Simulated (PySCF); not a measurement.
Ge(F)3(SiH3) (F3GeH3Si), SMILES [F][Ge]([F])([F])[SiH3]. Atoms are numbered in the order given.

```xyz
8

F      1.3727    -0.7925    -1.0015
Ge     0.0000     0.0000    -0.3034
F      0.0000     1.5851    -1.0015
F     -1.3727    -0.7925    -1.0015
Si     0.0000     0.0000     2.0843
H      1.2289     0.7095     2.5229
H      0.0000    -1.4190     2.5229
H     -1.2289     0.7095     2.5229
```

Geometry: B3LYP-D3(BJ)/def2-SVP. This is a generated structure with no PubChem entry under its InChIKey; it may be hypothetical.

Two levels are set side by side: PBE/pcSseg-1 (PySCF) and PBE0/pcSseg-1 (PySCF). GIAO shifts against CFCl3 (¹⁹F), GeH4 (⁷³Ge), TMS (²⁹Si), TMS (¹H) at the same level; non-relativistic, no solvent, atoms listed together averaged. Differences are taken from unrounded values.

```
quantity                      PBE0
--------------------------  ------
δ(¹⁹F) of F1, F3, F4 (ppm)  -122.4
δ(⁷³Ge) of Ge2 (ppm)         308.3
δ(²⁹Si) of Si5 (ppm)         -98.7
δ(¹H) of H6, H7, H8 (ppm)     4.18
```

**Question.** What does PBE give, and how far is it from PBE0? (Estimate from the structure and the level; the computed values follow.)

**Answer.** 
```csv
quantity,PBE,PBE minus PBE0
"δ(¹⁹F) of F1, F3, F4 (ppm)",-121.0,1.4
δ(⁷³Ge) of Ge2 (ppm),338.6,30.3
δ(²⁹Si) of Si5 (ppm),-102.5,-3.7
"δ(¹H) of H6, H7, H8 (ppm)",4.20,0.02
```

Rough cost on one machine, each run with all the roots and properties that it gave: PBE0 against PBE within a factor of 2.
